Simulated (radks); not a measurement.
Pt LXVII, configuration [Ne] 3s2. All-electron calculation, Dirac Kohn-Sham, exchange-only PBE, spin-unpolarised, spherical densities, finite nucleus; Fermi nuclear charge, rms radius 5.427 fm. Program: a radial shooting solver on a logarithmic mesh with Libxc functionals.

Radial electron density D(r) = 4 pi r^2 rho(r):

r (bohr),D(r) (e/bohr)
0.0007122,5.974
0.0007966,7.096
0.0008839,8.312
0.0009887,9.838
0.001097,11.48
0.001217,13.38
0.001362,15.73
0.001511,18.24
0.00169,21.32
0.001875,24.58
0.002081,28.24
0.002327,32.67
0.002582,37.25
0.002888,42.68
0.003205,48.19
0.003556,54.11
0.003977,60.89
0.004413,67.48
0.004936,74.74
0.005477,81.49
0.006078,88.04
0.006798,94.63
0.007543,100.0
0.008437,104.8
0.009362,108.0
0.01039,109.8
0.01162,110.0
0.01289,108.7
0.01442,105.7
0.016,101.8
0.01775,97.41
0.01986,92.94
0.02204,89.82
0.02445,88.45
0.02735,89.58
0.03035,93.29
0.03394,99.82
0.03766,107.3
0.04179,114.8
0.04674,120.9
0.05186,122.8
0.05801,119.3
0.06437,110.5
0.07142,96.99
0.07989,79.08
0.08864,61.87
0.09915,45.46
0.11,33.93
0.1221,26.41
0.1365,21.92
0.1515,19.52
0.1695,17.16
0.188,14.30
0.2086,10.81
0.2334,7.000
0.259,4.063
0.2896,1.913
0.3214,0.8019
0.3566,0.2810
0.3989,0.07289
0.4426,0.01664
0.495,0.002595
0.5493,0.0003516

D(r) has 2 maxima, at r = 0.0112, 0.0515 bohr, and minima at 0.0248 bohr, inside which lie 2.13 electrons.
